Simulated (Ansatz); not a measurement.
C₉H₁₄IN⁻, that is N-butylpyridinium iodide with one electron more. Total charge -1; doublet. Geometry PBE0-D4/def2-SVP, that of the neutral singlet; atoms count from 1.

```
atom    x (Å)    y (Å)    z (Å)
  C1  -0.9971  -2.8553  -2.3556
  C2  -1.2507  -1.3932  -2.0231
  C3  -0.2859  -0.8541  -0.9761
  C4  -0.5422   0.6154  -0.6741
  N5   0.2403   1.1140   0.4587
  C6  -0.3877   1.4016   1.6297
  C7   0.3698   1.9447   2.6922
  C8   1.7346   2.0184   2.5940
  C9   2.3721   1.5586   1.4151
 C10   1.5990   1.1174   0.3778
 H11   0.0180  -3.0043  -2.7580
 H12  -1.7116  -3.2259  -3.1058
 H13  -1.0942  -3.4854  -1.4578
 H14  -1.1868  -0.7832  -2.9431
 H15  -2.2829  -1.2754  -1.6492
 H16   0.7527  -0.9912  -1.3256
 H17  -0.3926  -1.4195  -0.0348
 H18  -0.3249   1.2499  -1.5494
 H19  -1.6000   0.7599  -0.4154
 H20  -1.4664   1.5204   1.5809
 H21  -0.1628   2.2574   3.5906
 H22   2.3268   2.4221   3.4176
 H23   3.4571   1.5703   1.3105
 H24   2.0205   0.7758  -0.5681
 I25  -1.2052  -1.0383   2.7687
```

In the def2 sets I takes a core potential; there is no spin–orbit coupling. The highest occupied level of the charge -1 doublet lies above zero (up to 0.94 eV). By energy differences its removal costs 0.59 eV (vertical, to the charge 0 singlet, at PBE0-D4/def2-TZVP); self-interaction error and the lack of diffuse functions both raise the level.

(1) Estimate the Mulliken populations from the PBE0/def2-TZVP orbitals of Ansatz.

(2) Where does the spin sit?

(3) And the Mayer bond orders between bonded heavy atoms (over 0.3)?

Answers

(1) 
```
atom  charge (e)  spin (α − β)
  C1       -0.36          0.00
  C2       -0.15          0.00
  C3       -0.23          0.01
  C4       -0.12         -0.03
  N5        0.09          0.20
  C6       -0.12          0.23
  C7       -0.08         -0.04
  C8       -0.22          0.45
  C9       -0.13         -0.15
 C10       -0.16          0.29
 H11        0.10          0.00
 H12        0.10          0.00
 H13        0.14          0.00
 H14        0.06          0.00
 H15        0.10          0.00
 H16        0.07          0.00
 H17        0.17          0.00
 H18        0.07          0.04
 H19        0.10          0.00
 H20        0.13          0.00
 H21        0.08          0.00
 H22        0.06         -0.03
 H23        0.07          0.01
 H24        0.09         -0.02
 I25       -0.87          0.06
```
Mulliken values and Mayer orders depend strongly on the basis.

(2) Summed by element: C 0.75, N 0.20, H 0.00, I 0.06, of 1 unpaired in all. Largest on single atoms: C8 0.45, C10 0.29, C6 0.23.

(3) C1–C2 1.00 (1.52 Å); C2–C3 1.00 (1.52 Å); C3–C4 1.04 (1.52 Å); C4–N5 0.96 (1.46 Å); N5–C6 1.14 (1.36 Å); N5–C10 1.08 (1.36 Å); C6–C7 1.54 (1.41 Å); C7–C8 1.37 (1.37 Å); C8–C9 1.26 (1.42 Å); C9–C10 1.66 (1.37 Å).
